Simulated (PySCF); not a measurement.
A series of related molecules.

All values: PBE0/def2-SVPD (PySCF) at PBE0-D3(BJ)/def2-SVP geometries, gas phase, one conformer each. Core orbitals are frozen in the response; Δα² is half the sum of the squared differences of the principal polarisabilities.

**Question.** Rank by polarisability anisotropy Δα, lowest first.
A. `[BH3-:1][NH2+:2][CH2:3][O:4][C:5]([CH3:6])=[O:7]` with B1–N2–C3–O4 172°, N2–C3–O4–C5 70°, C3–O4–C5–C6 176°
B. `[BH3-:1][NH2+:2][CH2:3][CH2:4][CH3:5]` with B1–N2–C3–C4 178°, N2–C3–C4–C5 63°
C. `[BH3-:1][NH2+:2][CH2:3][CH2:4][CH:5]=[CH2:6]` with B1–N2–C3–C4 74°, N2–C3–C4–C5 62°, C3–C4–C5–C6 -103°

**Answer.** B (2.04 Å³), C (2.51 Å³), A (3.44 Å³).

**Question.** Rank by dipole moment, lowest first.
A. `[BH3-:1][NH2+:2][CH2:3][CH2:4][CH:5]=[CH2:6]` with B1–N2–C3–C4 74°, N2–C3–C4–C5 62°, C3–C4–C5–C6 -103°
B. `[BH3-:1][NH2+:2][CH2:3][C:4]([F:5])([F:6])[C:7]([F:8])([F:9])[F:10]` with B1–N2–C3–C4 180°, N2–C3–C4–F5 -58°
C. `[BH3-:1][NH2+:2][CH2:3][O:4][C:5]([CH3:6])=[O:7]` with B1–N2–C3–O4 172°, N2–C3–O4–C5 70°, C3–O4–C5–C6 176°
D. `[BH3-:1][NH2+:2][CH2:3][CH2:4][CH3:5]` with B1–N2–C3–C4 178°, N2–C3–C4–C5 63°

**Answer.** B (3.22 D), A (5.27 D), D (5.86 D), C (6.33 D).

All values together:

```tsv
SMILES	formula	μ (D)	HOMO (eV)	LUMO (eV)	α (Å³)	Δα (Å³)	electrons	α per electron (Å³)	ΔSCF removal energy (eV)
[BH3-][NH2+]CCC=C	C4H12BN	5.27	-7.59	-0.36	11.46	2.51	48	0.239	–
[BH3-][NH2+]COC(C)=O	C3H10BNO2	6.33	-7.81	-0.79	10.73	3.44	56	0.192	–
[BH3-][NH2+]CCC	C3H12BN	5.86	-7.60	0.00	9.95	2.04	42	0.237	–
[BH3-][NH2+]CC(F)(F)C(F)(F)F	C3H7BF5N	3.22	-8.12	-0.24	10.25	2.34	82	0.125	10.60
```

Conformers: `[BH3-:1][NH2+:2][CH2:3][CH2:4][CH:5]=[CH2:6]` with B1–N2–C3–C4 74°, N2–C3–C4–C5 62°, C3–C4–C5–C6 -103°; `[BH3-:1][NH2+:2][CH2:3][O:4][C:5]([CH3:6])=[O:7]` with B1–N2–C3–O4 172°, N2–C3–O4–C5 70°, C3–O4–C5–C6 176°; `[BH3-:1][NH2+:2][CH2:3][CH2:4][CH3:5]` with B1–N2–C3–C4 178°, N2–C3–C4–C5 63°; `[BH3-:1][NH2+:2][CH2:3][C:4]([F:5])([F:6])[C:7]([F:8])([F:9])[F:10]` with B1–N2–C3–C4 180°, N2–C3–C4–F5 -58°.

A dash marks a removal energy that wasn't run or isn't settled.
